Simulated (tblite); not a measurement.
Here is a computed GFN2-xTB geometry (Å):
```
atom  x, y, z in Å
N1     0.3161    2.9956   -0.4258
C2     0.7126    1.9281   -0.2906
C3     1.1713    0.6163   -0.1106
C4     2.4758    0.2055    0.2306
N5     2.7250   -1.0150    0.3770
S6     1.3453   -1.9319    0.1012
C7     0.3892   -0.5260   -0.2270
C8    -1.0849   -0.5937   -0.4964
N9    -1.9014   -0.1825    0.6260
H10   -1.3485   -1.6249   -0.7497
H11   -1.3344    0.0515   -1.3446
H12   -1.6914   -0.7241    1.4569
H13   -1.7790    0.8017    0.8353
```

Doublet state.

(1) Read off the bonds between heavy atoms and their formal orders.

(2) Give the structure as a SMILES string.

(3) Name the point group.

(4) Which rings does it hold?

(5) Describe the place of each heavy atom.

(6) What is the arrangement about C4?

(7) What is the arrangement about C7?

## Answers

(1) N1–C2 1.15 Å (triple); C2–C3 1.40 Å (single); C3–C4 1.41 Å (aromatic); C4–N5 1.25 Å (aromatic); N5–S6 1.68 Å (aromatic); S6–C7 1.73 Å (aromatic); C7–C8 1.50 Å (single); C8–N9 1.45 Å (single); C3–C7 1.39 Å (aromatic). Bonds to hydrogen (Å): C8–H10 1.09; C8–H11 1.09; N9–H12 1.01; N9–H13 1.01. The orders are those of one drawing; other resonance forms can be drawn.

(2) `N#Cc1[c]nsc1CN`, C5H4N3S.

(3) C1 (no symmetry element, even within 0.4 Å).

(4) C3–C4–N5–S6–C7 (5 members, 0.00 Å rms from planarity).

(5) N1: nitrogen bonded to C; C2: carbon bonded to C and N; C3: carbon bonded to 3 C; C4: carbon bonded to C and N; N5: nitrogen bonded to C and S; S6: sulfur bonded to C and N; C7: carbon bonded to 2 C and S; C8: carbon bonded to C, N and 2 H; N9: nitrogen bonded to C and 2 H.

(6) It has 2 neighbours (C3, N5) and is bent (angle 119.7°).

(7) It has 3 neighbours (S6, C8, C3) and is planar (angles 127.3°, 122.7° and 109.9°, sum 359.9°, 0.03 Å off the plane of its three neighbours).
